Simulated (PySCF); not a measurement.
# Peak assignment

Bonds (- single, = double, # triple, : aromatic): C1-C2, C2-O3, O3-Si4, Si4-C5, C5-C6, C6-Si7, C6=C8, C8-F9. C1 carries H10, H11, H12; C2 carries H13, H14; Si4 carries H15, H16; C5 carries H17, H18; Si7 carries H19, H20, H21; C8 carries H22. Stereochemistry as in CCO[SiH2]C/C([SiH3])=C/F.

PySCF calculation with structure optimised with GFN2-xTB and NMR shieldings at PBE0/pcSseg-1/GIAO; non-relativistic Hamiltonian, in vacuum, one averaged value for each set of equivalent atoms, single conformer.

References, each an isolated molecule treated in the same way: $^{13}$C (186.93 ppm), $^{1}$H (31.72 ppm) against TMS.

Question: Assign these signals to the numbered atoms. $^{13}$C{$^{1}$H} NMR (computed): δ 165.9, 110.7, 63.6, 20.7, 20.4.

Answer: 
| δ (ppm) | atoms | environment | reason |
| --- | --- | --- | --- |
| 165.9 | C8 | alkene CH | – |
| 110.7 | C6 | fully substituted alkene carbon | an sp2 carbon of a C=C bond |
| 63.6 | C2 | sp3 CH2 bonded to O | deshielded by the electronegative neighbour |
| 20.7 | C5 | allylic sp3 CH2 bonded to Si | – |
| 20.4 | C1 | methyl carbon | a saturated carbon with 1 carbon neighbour and no heteroatom attached |

C5 and C1 lie closer than the usual error of such a calculation, so a measured spectrum could show them in the other order.

Question: Assign these signals to the numbered atoms. $^{1}$H NMR (600 MHz, computed): δ 7.18 (m, 1H), 4.81 (t, 2H), 4.24 (s, 3H), 3.92 (q, 2H), 1.60 (t, 2H), 1.33 (t, 3H).

Answer: 
7.18 → H22, hydrogen on an alkene CH: a vinylic proton, deshielded by the sp2 carbon and the C=C anisotropy
4.81 → H15/H16, hydrogen on a silicon bonded to C, O
4.24 → H19/H20/H21, hydrogen on a silicon bonded to C
3.92 → H13/H14, hydrogen on an sp3 CH2 bonded to O: its carbon carries O, which withdraws density
1.60 → H17/H18, hydrogen on an allylic sp3 CH2 bonded to Si: allylic position
1.33 → H10/H11/H12, hydrogen on a methyl carbon

Splittings by $^{19}$F in the carbon and heteronuclear signals aren't shown, as no couplings were computed. Shifts are as computed. Against solution values, carbons near 30 ppm lie about +3 ppm off and those near 130 ppm about +5 ppm. Of 1211 compounds with measured shifts, 218 miss one by over three times the rms of a fit or turn the order of signals round; such compounds aren't used in these exercises. No couplings were computed; multiplicities are counted from neighbouring protons, with m where these are inequivalent, close in shift, in a saturated or five-membered ring or joined by F or P, and br s for small geminal =CH2 splittings.
